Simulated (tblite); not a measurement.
Species: C₅H₆ClN.
InChI=1S/C5H6ClN/c1-7-4-2-3-5(7)6/h2-4H,1H3

Method: GFN2-xTB as coded in tblite; computed harmonic values from a numerical Hessian at the method's own geometry, unscaled. Errors from tens to a few hundred cm⁻¹ against measured bands are possible.

Harmonic wavenumbers (cm⁻¹): 52.5, 183.5, 209.1, 239.3, 381.9, 465.7, 557.7, 576.8, 706.7, 753.0, 802.0, 826.3, 855.1, 997.6, 1060.9, 1089.2, 1106.1, 1109.6, 1184.3, 1338.4, 1404.9, 1408.0, 1424.5, 1456.0, 1478.6, 1486.9, 1546.6, 2975.1, 2992.5, 3040.9, 3163.9, 3177.1, 3187.4.

A = 3758, B = 2089, C = 1354 MHz; mass 115.019 u (most abundant isotopes); point group Cs, symmetry number 1.

Question: Zero-point energy?

Answer: ½Σν̃ = 21619 cm⁻¹ = 258.62 kJ/mol.

Question: What is S at 500 K and 1 bar for an ideal gas of classical rigid rotors and harmonic oscillators?

Answer: Translation 178.78, rotation 122.78, vibration 117.11: S = 418.7 J/(mol K).

Question: And Cp and H(500 K) − H(0)?

Answer: Cp = 163.87 J/(mol K), of which vibrations give 130.61 (their classical limit is 33 R = 274.4); H(500 K) − H(0) = 48.40 kJ/mol without the zero-point energy, 31.77 from vibrations.

Question: Which modes carry the vibrational entropy at 500 K?

Answer: 52.5 cm⁻¹: 24.04; 183.5 cm⁻¹: 13.72; 209.1 cm⁻¹: 12.66; 239.3 cm⁻¹: 11.58; 381.9 cm⁻¹: 7.94; 465.7 cm⁻¹: 6.48 J/(mol K); the other 27 give 40.70 together.

Question: What must be added to the electronic energy to get the Gibbs energy at 500 K and 1 bar?

Answer: ZPE + [H(500 K) − H(0)] − T·S = 258.62 + 48.40 − 209.34 = 97.68 kJ/mol.

Hindered rotation and anharmonicity are outside this model.

The run took 0.36 s on Arm Neoverse V1, one thread, no GPU, shared host with 32 logical CPUs at a one-minute load of 26. This covers the Hessian and the dipole derivatives.
